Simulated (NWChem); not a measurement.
System: BPH4O; SMILES OBP

NWChem input:

```
start job
memory heap 200 mb stack 900 mb global 1100 mb
geometry units angstroms
  B     -0.147584    -0.811261     0.338858
  H     -1.026881    -1.579481     0.449035
  O      1.012950    -1.180345     0.842096
  H      1.764158    -0.585629     0.776929
  P     -0.408295     0.912297    -0.544110
  H     -1.593020     1.190359     0.112848
  H     -1.092740     0.376479    -1.622215
end
basis spherical
  * library def2-svp
end
dft
  xc pbe0
  iterations 150
end
driver
  maxiter 120
end
task dft optimize
task dft freq
```

Output (shortened):

```
             Northwest Computational Chemistry Package (NWChem) 7.3.0
             --------------------------------------------------------

 C1  symmetry detected

                             Geometry "geometry" -> ""
                             -------------------------

 Output coordinates in angstroms (scale by  1.889725989 to convert to a.u.)

  No.       Tag          Charge          X              Y              Z
 ---- ---------------- ---------- -------------- -------------- --------------
    1 B                    5.0000    -0.53062739    -0.69762312     0.00029728
    2 H                    1.0000    -1.68377999    -0.91140626     0.00022984
    3 O                    8.0000     0.25627942    -1.75454708     0.00003646
    4 H                    1.0000     1.20871120    -1.63157960     0.00014067
    5 P                   15.0000     0.16460324     1.12855027     0.00039395
    6 H                    1.0000    -0.69837116     1.57096437     0.98631005
    7 H                    1.0000    -0.69270700     1.56825970    -0.99436785

 Effective nuclear repulsion energy (a.u.)      91.0184780150

                                Z-matrix (autoz)
                                --------

 Units are Angstrom for bonds and degrees for angles

      Type          Name      I     J     K     L     M      Value
      ----------- --------  ----- ----- ----- ----- ----- ----------
    1 Stretch                  1     2                       1.17280
    2 Stretch                  1     3                       1.31769
    3 Stretch                  1     5                       1.95404
    4 Stretch                  3     4                       0.96034
    5 Stretch                  5     6                       1.38293
    6 Stretch                  5     7                       1.38487
    7 Bend                     1     3     4               119.31192
    8 Bend                     1     5     6                94.41567
    9 Bend                     1     5     7                94.38412
   10 Bend                     2     1     3               116.16579
   11 Bend                     2     1     5               121.34484
   12 Bend                     3     1     5               122.48937
   13 Bend                     6     5     7                91.38771
   14 Torsion                  2     1     3     4        -179.99575
   15 Torsion                  2     1     5     6          45.64851
   16 Torsion                  2     1     5     7         -46.08676
   17 Torsion                  3     1     5     6        -134.36527
   18 Torsion                  3     1     5     7         133.89947
   19 Torsion                  4     3     1     5           0.01736

                           NWChem Geometry Optimization
                           ----------------------------

 maximum gradient threshold         (gmax) =   0.000450
 rms gradient threshold             (grms) =   0.000300
 maximum cartesian step threshold   (xmax) =   0.001800
 rms cartesian step threshold       (xrms) =   0.001200
 fixed trust radius                (trust) =   0.300000
 source of zmatrix                         =   autoz

[...]

      ----------------------
      Optimization converged
      ----------------------

  Step       Energy      Delta E   Gmax     Grms     Xrms     Xmax
  ---- ---------------- -------- -------- -------- -------- --------
@    6    -443.43123851 -7.6D-08  0.00005  0.00002  0.00044  0.00114
                                     ok       ok       ok       ok

                                Z-matrix (autoz)
                                --------

 Units are Angstrom for bonds and degrees for angles

      Type          Name      I     J     K     L     M      Value     Gradient
      ----------- --------  ----- ----- ----- ----- ----- ---------- ----------
    1 Stretch                  1     2                       1.20952   -0.00002
    2 Stretch                  1     3                       1.34384    0.00005
    3 Stretch                  1     5                       1.96641    0.00000
    4 Stretch                  3     4                       0.96540   -0.00003
    5 Stretch                  5     6                       1.42969   -0.00001
    6 Stretch                  5     7                       1.42974   -0.00001
    7 Bend                     1     3     4               113.42408   -0.00000
    8 Bend                     1     5     6                93.31357   -0.00002
    9 Bend                     1     5     7                93.26216   -0.00001
   10 Bend                     2     1     3               116.02091    0.00000
   11 Bend                     2     1     5               123.35800   -0.00001
   12 Bend                     3     1     5               120.62109    0.00001
   13 Bend                     6     5     7                92.46681   -0.00001
   14 Torsion                  2     1     3     4        -179.98630   -0.00000
   15 Torsion                  2     1     5     6          46.04223   -0.00000
   16 Torsion                  2     1     5     7         -46.62199    0.00001
   17 Torsion                  3     1     5     6        -133.96994   -0.00000
   18 Torsion                  3     1     5     7         133.36583    0.00001
   19 Torsion                  4     3     1     5           0.02502   -0.00000

                         Geometry "geometry" -> "geometry"
                         ---------------------------------

 Output coordinates in angstroms (scale by  1.889725989 to convert to a.u.)

  No.       Tag          Charge          X              Y              Z
 ---- ---------------- ---------- -------------- -------------- --------------
    1 B                    5.0000    -0.54662348    -0.70512910     0.00044638
    2 H                    1.0000    -1.73379303    -0.93657127     0.00092889
    3 O                    8.0000     0.26310103    -1.77762342    -0.00044958
    4 H                    1.0000     1.20131586    -1.55015248    -0.00059851
    5 P                   15.0000     0.20038116     1.11386893     0.00057955
    6 H                    1.0000    -0.68421276     1.56640165     1.02854358
    7 H                    1.0000    -0.67606047     1.56182398    -1.03640993

 Effective nuclear repulsion energy (a.u.)      90.0228604520

                Final and change from initial internal coordinates
                --------------------------------------------------

                                Z-matrix (autoz)
                                --------

 Units are Angstrom for bonds and degrees for angles

[...]

 Rotational Constants
 --------------------
 A=   1.288199 cm-1  (  1.853389 K)
 B=   0.160805 cm-1  (  0.231357 K)
 C=   0.148367 cm-1  (  0.213462 K)

 Temperature                      =   298.15K
 frequency scaling parameter      =   1.0000

 Zero-Point correction to Energy  =   28.192 kcal/mol  (  0.044927 au)
 Thermal correction to Energy     =   30.674 kcal/mol  (  0.048881 au)
 Thermal correction to Enthalpy   =   31.266 kcal/mol  (  0.049825 au)

 Total Entropy                    =   65.092 cal/mol-K
   - Translational                =   38.276 cal/mol-K (mol. weight =  62.0093)
   - Rotational                   =   23.467 cal/mol-K (symmetry #  =        1)
   - Vibrational                  =    3.349 cal/mol-K

 Cv (constant volume heat capacity) =   12.864 cal/mol-K
   - Translational                  =    2.979 cal/mol-K
   - Rotational                     =    2.979 cal/mol-K
   - Vibrational                    =    6.905 cal/mol-K

[normal modes left out]

 ----------------------------------------------------------------------------
 Normal Eigenvalue ||           Projected Infra Red Intensities
  Mode   [cm**-1]  || [atomic units] [(debye/angs)**2] [(KM/mol)] [arbitrary]
 ------ ---------- || -------------- ----------------- ---------- -----------
    1     -130.532 ||    0.007296           0.168         7.113       1.521
    2       -0.000 ||    0.001015           0.023         0.990       0.212
    3       -0.000 ||    0.000145           0.003         0.141       0.030
    4        0.000 ||    0.000117           0.003         0.114       0.024
    5        0.000 ||    0.000069           0.002         0.067       0.014
    6        0.000 ||    0.000010           0.000         0.010       0.002
    7        0.000 ||    0.000076           0.002         0.075       0.016
    8      298.339 ||    0.017222           0.397        16.789       3.591
    9      549.824 ||    0.098482           2.272        96.005      20.534
   10      565.846 ||    0.007054           0.163         6.876       1.471
   11      736.932 ||    0.001728           0.040         1.685       0.360
   12      769.546 ||    0.036592           0.844        35.672       7.630
   13      898.499 ||    0.000360           0.008         0.351       0.075
   14     1008.716 ||    0.075367           1.739        73.472      15.715
   15     1067.319 ||    0.008731           0.201         8.511       1.820
   16     1172.836 ||    0.185422           4.278       180.759      38.662
   17     1375.229 ||    0.288208           6.649       280.959      60.093
   18     2399.734 ||    0.025390           0.586        24.751       5.294
   19     2409.604 ||    0.043880           1.012        42.776       9.149
   20     2620.176 ||    0.135386           3.123       131.981      28.229
   21     3857.525 ||    0.074612           1.721        72.736      15.557
 ----------------------------------------------------------------------------

 ===============================================================================
      Negative Nuclear Hessian Mode    1  Eigenvalue =   -130.53 cm**(-1)
 -------------------------------------------------------------------------------
   Raw step length:  0.485 angstroms ;  The Raw step for this mode is:
    1 B                    5.0000    -0.00000627     0.00003355     0.04790551
    2 H                    1.0000     0.00005678    -0.00008210     0.14026581
    3 O                    8.0000     0.00000845     0.00009105    -0.03271809
    4 H                    1.0000     0.00000444     0.00005966    -0.08168104
    5 P                   15.0000    -0.00006948    -0.00003145     0.01195678
    6 H                    1.0000    -0.19164187     0.13802561    -0.21605024
    7 H                    1.0000     0.19365032    -0.13884824    -0.21405748

  Geometry after  100.0% step for mode  1; Step length =  0.485 angstroms
   Maximum component (any atom: x,y, or z) displacement:  0.408
    1 B                    5.0000    -0.54662975    -0.70509555     0.04835189
    2 H                    1.0000    -1.73373625    -0.93665338     0.14119470
    3 O                    8.0000     0.26310947    -1.77753237    -0.03316767
    4 H                    1.0000     1.20132030    -1.55009283    -0.08227954
    5 P                   15.0000     0.20031169     1.11383748     0.01253633
    6 H                    1.0000    -0.87585463     1.70442726     0.81249334
    7 H                    1.0000    -0.48241015     1.42297575    -1.25046741

  Geometry after -100.0% step for mode  1; Step length =  0.485 angstroms
   Maximum component (any atom: x,y, or z) displacement:  0.408
    1 B                    5.0000    -0.54661720    -0.70516266    -0.04745912
    2 H                    1.0000    -1.73384981    -0.93648917    -0.13933692
    3 O                    8.0000     0.26309258    -1.77771447     0.03226850
    4 H                    1.0000     1.20131141    -1.55021214     0.08108253
    5 P                   15.0000     0.20045064     1.11390038    -0.01137722
    6 H                    1.0000    -0.49257090     1.42837604     1.24459382
    7 H                    1.0000    -0.86971079     1.70067222    -0.82235245

  Geometry after   50.0% step for mode  1; Step length =  0.242 angstroms
   Maximum component (any atom: x,y, or z) displacement:  0.204
    1 B                    5.0000    -0.54662661    -0.70511233     0.02439914
    2 H                    1.0000    -1.73376464    -0.93661232     0.07106180
    3 O                    8.0000     0.26310525    -1.77757789    -0.01680863
    4 H                    1.0000     1.20131808    -1.55012266    -0.04143903
    5 P                   15.0000     0.20034642     1.11385320     0.00655794
    6 H                    1.0000    -0.78003370     1.63541446     0.92051846
    7 H                    1.0000    -0.57923531     1.49239986    -1.14343867

  Geometry after  -50.0% step for mode  1; Step length =  0.242 angstroms
   Maximum component (any atom: x,y, or z) displacement:  0.204
    1 B                    5.0000    -0.54662034    -0.70514588    -0.02350637
    2 H                    1.0000    -1.73382142    -0.93653022    -0.06920402
    3 O                    8.0000     0.26309680    -1.77766895     0.01590946
    4 H                    1.0000     1.20131364    -1.55018231     0.04024201
    5 P                   15.0000     0.20041590     1.11388465    -0.00539884
    6 H                    1.0000    -0.58839183     1.49738885     1.13656870
    7 H                    1.0000    -0.77288563     1.63124810    -0.92938119

  Geometry after   49.0% step for mode  1; Step length =  0.237 angstroms
   Maximum component (any atom: x,y, or z) displacement:  0.200
    1 B                    5.0000    -0.54662655    -0.70511267     0.02391361
    2 H                    1.0000    -1.73376522    -0.93661149     0.06964020
    3 O                    8.0000     0.26310516    -1.77757882    -0.01647703
    4 H                    1.0000     1.20131803    -1.55012326    -0.04061119
    5 P                   15.0000     0.20034713     1.11385352     0.00643676
    6 H                    1.0000    -0.77809140     1.63401557     0.92270813
    7 H                    1.0000    -0.58119796     1.49380709    -1.14126920

  Geometry after  -49.0% step for mode  1; Step length =  0.237 angstroms
   Maximum component (any atom: x,y, or z) displacement:  0.200
    1 B                    5.0000    -0.54662040    -0.70514554    -0.02302085
    2 H                    1.0000    -1.73382085    -0.93653105    -0.06778242
    3 O                    8.0000     0.26309689    -1.77766802     0.01557786
    4 H                    1.0000     1.20131368    -1.55018171     0.03941417
    5 P                   15.0000     0.20041520     1.11388433    -0.00527765
    6 H                    1.0000    -0.59033412     1.49878774     1.13437903
    7 H                    1.0000    -0.77092298     1.62984087    -0.93155066

  Geometry after   24.5% step for mode  1; Step length =  0.119 angstroms
   Maximum component (any atom: x,y, or z) displacement:  0.100
    1 B                    5.0000    -0.54662501    -0.70512089     0.01218000
    2 H                    1.0000    -1.73377913    -0.93659138     0.03528455
    3 O                    8.0000     0.26310310    -1.77760112    -0.00846331
    4 H                    1.0000     1.20131695    -1.55013787    -0.02060485
    5 P                   15.0000     0.20036415     1.11386122     0.00350816
    6 H                    1.0000    -0.73115208     1.60020861     0.97562585
    7 H                    1.0000    -0.62862921     1.52781554    -1.08883956

  Geometry after  -24.5% step for mode  1; Step length =  0.119 angstroms
   Maximum component (any atom: x,y, or z) displacement:  0.100
    1 B                    5.0000    -0.54662194    -0.70513732    -0.01128723
    2 H                    1.0000    -1.73380694    -0.93655116    -0.03342677
    3 O                    8.0000     0.26309896    -1.77764572     0.00756414
    4 H                    1.0000     1.20131477    -1.55016709     0.01940783
    5 P                   15.0000     0.20039818     1.11387663    -0.00234905
    6 H                    1.0000    -0.63727344     1.53259470     1.08146130
    7 H                    1.0000    -0.72349173     1.59583243    -0.98398029
```

Level: PBE0/def2-SVP. The optimisation ended at a saddle point (imaginary frequency).
